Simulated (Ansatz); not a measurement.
Program: Ansatz. Geometries: PBE0-D4/def2-TZVP. ΔE: electronic, gas phase. CCSD(T)/CBS adds triple-zeta CCSD(T) − MP2 to the extrapolated MP2 energy (def2 sets, frozen cores). Functionals use def2-TZVPP. B3LYP here is the variant with VWN-RPA as its local correlation; programs differ in this. Each species was taken in one conformer, which may not be the lowest.

Reaction (redistribution): `[BH2][Al]([NH2])[SiH3]` + `FBOC[SiH3]` → `[NH2][Al]([SiH3])[CH2][SiH3]` + `BOBF`

Task: Is it downhill or uphill in electronic energy at CCSD(T)/CBS, and by how much? (An estimate is asked.)

Result: The calculation gave: Downhill: ΔE = -65.6 kcal/mol.

Task: What do these levels give: ωB97X-V, B2PLYP, PBE, B3LYP, SCS-MP2/def2-TZVPP, CCSD/def2-TZVPP, CCSD(T)/def2-TZVPP, HF/def2-QZVPP, SCS-MP2/def2-QZVPP, HF/CBS(def2), MP2/CBS(def2), CCSD/CBS(def2)? (Estimate.)

Result: Computed: ωB97X-V -63.4, B2PLYP -65.4, PBE -61.3, B3LYP -63.2, SCS-MP2/def2-TZVPP -66.7, CCSD/def2-TZVPP -64.8, CCSD(T)/def2-TZVPP -65.0, HF/def2-QZVPP -65.2, SCS-MP2/def2-QZVPP -67.2, HF/CBS(def2) -65.3, MP2/CBS(def2) -69.7, CCSD/CBS(def2) -65.4 kcal/mol.

Largest T1 diagnostic among the species: 0.013.

The D4 term adds −0.9 kcal/mol with B3LYP and −0.6 kcal/mol with PBE0; it sums over pairs of atoms, weighted by their polarisabilities, and B3LYP, whose exchange is more repulsive, gets the larger term. From PBE to PBE0 (25 % exact exchange), in def2-TZVPP and without D4, ΔE moves by −2.0 kcal/mol.
